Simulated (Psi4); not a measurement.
Psi4 was given this input:
```
memory 2 GB

molecule mol {
1 2
C    -1.185976   -0.144413   -0.713737
C    -0.012713   -0.003753    0.242234
C     1.255795    0.165764   -0.577458
O    -0.075849   -0.023178    1.413201
H    -1.302585   -1.216449   -0.902094
H    -1.036215    0.370900   -1.659441
H    -2.069112    0.238182   -0.193805
H     2.088288   -0.171099    0.047009
H     1.229215   -0.377623   -1.519424
H     1.354563    1.235928   -0.784094
}

set {
  basis sto-3g
  reference uks
}

energy('pbe0')
print_variables()
```

Question: Estimate the number of basis functions that PBE0/STO-3G (Psi4 1.11) returns for this input.

Answer: 26

Question: Predict the total energy from PBE0/STO-3G.

Answer: -190.1867 Eh

Question: Predict the nuclear repulsion energy from PBE0/STO-3G.

Answer: 120.6038 Eh

Question: Predict the <S^2> from PBE0/STO-3G.

Answer: 0.757

These values belong to the state on which the SCF converged, which isn't shown to be the lowest.

Question: Roughly what does it cost on one core?

Answer: about 10 core-seconds (a rough figure).
